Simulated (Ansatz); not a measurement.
# Interaction energy ladder

The pair of HBr (SMILES Br, atoms 1–2) and C2H2 (SMILES C#C, atoms 3–6), both closed shells, in one local arrangement (a lower one may exist), relaxed at PBE0-D4/def2-TZVP:

Br1  (0.046, -0.308, -2.723)
H2  (0.022, -0.147, -1.300)
C3  (-0.566, 0.351, 0.968)
C4  (0.532, -0.123, 1.039)
H5  (-1.543, 0.772, 0.909)
H6  (1.509, -0.544, 1.107)
(Å)

Program: Ansatz 0.2.0. Basis: def2-TZVPPD, with def2-QZVPPD for the basis limit. Cores are frozen in the correlated methods. Filled d shells of the heavier atoms are correlated. The def2 sets are not built for correlating such inner shells, so the correlated values are less sure here. B3LYP uses VWN-RPA correlation. Extrapolation: Hartree–Fock as exp(−7.88 √X), correlation as X^−2.97. Interaction energies count from these two fragments, frozen as in the pair, with the counterpoise correction; negative means bound.

(1) What is the interaction energy by CCSD(T) at an estimated basis limit (MP2 extrapolated from triple and quadruple zeta, plus CCSD(T) − MP2 in triple zeta)? (Judge from chemistry; the value comes from the calculation.)

The T1 diagnostic stays at or below 0.014.

## Answers

(1) The calculation gives: -2.59 kcal/mol. Hartree–Fock alone gives -0.03 kcal/mol at the basis limit. It counts from the two fragments frozen as in the pair.

The same quantity by other methods in triple zeta, and each one's difference from that estimate:
| method | E_int (kcal/mol) | difference |
| --- | --- | --- |
| PBE-D4 | -3.40 | -0.81 |
| revPBE-D4 | -2.98 | -0.39 |
| BLYP-D4 | -2.74 | -0.15 |
| r2SCAN-D4 | -3.06 | -0.47 |
| B97M-V | -2.72 | -0.12 |
| PBE0-D4 | -3.21 | -0.61 |
| B3LYP-D4 | -2.80 | -0.21 |
| HSE06-D4 | -3.22 | -0.63 |
| wB97X-V | -2.53 | 0.06 |
| wB97M-V | -2.53 | 0.07 |
| B2PLYP | -1.83 | 0.76 |
| HF | -0.04 | 2.55 |
| MP2 | -2.65 | -0.06 |
| CCSD | -1.62 | 0.97 |
| CCSD(T) | -1.99 | 0.60 |
Differences are method less estimate.

Basis-set superposition shift (counterpoise-corrected less uncorrected): CCSD(T) 0.76; MP2 0.79; HF 0.11; PBE0-D4 0.12; wB97M-V 0.12 kcal/mol.

For scale, one of the runs: CCSD(T)/def2-TZVPPD, 182 basis functions, launched by `ansatz run in.yaml --threads 2 --pin off --events-out ev --progress --plain --max-ram 5222MiB`. The run took 50 s on 2 CPU threads of an Intel Xeon Platinum 8259CL (shared host), with 1.8 GiB of host memory at its peak.
